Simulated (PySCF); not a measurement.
## C₆ coefficients of unlike pairs at PBE0

Calculated with PySCF 2.14 from the dipole response of each species, C₆(A,B) = (3/π) ∫ α_A(iu) α_B(iu) du, in atomic units, from isotropic polarisabilities. For ions this is the dispersion term alone; charge-induced terms of lower order in 1/R come first.

```
species           configuration                                                                            basis     relativity  α (bohr³)  C₆ (like pair)
  F(2+)       [He] 2s2 2p3 (4S)                                                       aug-cc-pCVTZ-DK (7s6p4d2f)  spin-free X2C      1.242           1.573
     Ar               [Ar] (1S)                                                       aug-cc-pV(T+d)Z (6s5p4d2f)           none      11.14           65.50
     Sn  [Kr] 4d10 5s2 5p2 (3P)     x2c-TZVPPall with one added diffuse shell each of s, p, d, f type (9s7p5d3f)  spin-free X2C      58.67           644.4
      N       [He] 2s2 2p3 (4S)  aug-cc-pCVTZ-DK with one added diffuse shell each of s, p, d, f type (8s7p5d3f)  spin-free X2C      7.788           26.27
```

Problem. Estimate C₆ for Sn with F(2+).

Solution. The integral gives 24.80. The combination rule 2 C_A C_B / (C_A α_B/α_A + C_B α_A/α_B) gives 23.06 and the geometric mean 31.83.

No spin-orbit coupling is included.

The other pairs:

```
     pair     C₆
    N, Sn  122.2
    N, Ar  41.37
 N, F(2+)  5.926
Ar, F(2+)  9.537
   Sn, Ar  187.6
```
